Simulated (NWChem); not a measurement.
Molecule: CH3BeBrO; SMILES C[O][Be][Br]

```xyz
7

Be     0.0030    -0.5643     0.0001
Br    -0.0003     1.4058     0.0000
O      0.0042    -1.9578     0.0007
C     -0.0032    -3.3424    -0.0005
H      0.9374    -3.7486     0.4342
H     -0.8534    -3.7393     0.5982
H     -0.1000    -3.7419    -1.0347
```
Atoms are numbered in this order, from 1.

Results from NWChem. The geometry was optimised at PBE-D3(BJ)/def2-SVP. Level M06-2X/def2-SVP: energy and gradient on several grids; changes count from the extra-fine grid, which is no exact limit either.

| grid | size of the energy change (μHa) | largest change of a gradient component (μHa/bohr) | time, medium = 1 (rough) |
|---|---|---|---|
| xcoarse | 6000 | 2000 | about 1 |
| coarse | 300 | 1000 | about 1 |
| medium | 10 | 100 | about 1 |
| fine | < 10 | 70 | about 1 |
| xfine | < 10 | < 30 | 2 |
